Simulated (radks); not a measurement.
Values are calculated unless marked as measured or tabulated.
Ar3+, configuration [Ne] 3s1 3p4 (not the ground configuration). Code: a radial shooting solver on a logarithmic mesh with Libxc functionals. Model: Dirac Kohn-Sham, PBE, spin-unpolarised, spherical densities, finite nucleus; open shells fill j = l - 1/2 first; Fermi nuclear charge, rms radius 3.4274 fm.

Spin-orbit splittings of the eigenvalues, e(l+1/2) - e(l-1/2), with zeta = 2 splitting/(2l+1) and mean radii in bohr:

| shell | occ. | splitting (eV) | zeta (eV) | <r> j=l-1/2 | <r> j=l+1/2 |
|---|---|---|---|---|---|
| 2p | 6 | 2.245 | 1.497 | 0.3740 | 0.3764 |
| 3p | 4 | 0.2508 | 0.1672 | 1.388 | 1.394 |
